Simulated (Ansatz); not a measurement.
C₄H₇B, SMILES `C=CBC=C`, charge 0, multiplicity 1.

Give a relaxed structure at PBE0-D4/def2-TZVP (Ansatz 0.2.0). (An estimate is asked.)

Computed: 
Z-matrix (Å, degrees):
```
C
C 1 1.338
H 1 1.087 2 120.6
H 1 1.087 2 123.0 3 180.0
B 2 1.540 1 121.4 3 -0.0
H 2 1.090 1 117.6 3 -180.0
C 5 1.540 2 123.4 1 -179.9
H 5 1.203 2 118.3 1 0.1
C 7 1.338 5 121.4 2 179.9
H 7 1.090 5 121.0 2 -0.1
H 9 1.087 7 120.6 5 0.0
H 9 1.087 7 123.0 5 -180.0
```
Point group C2v.
This is one stationary point; other conformers may exist.
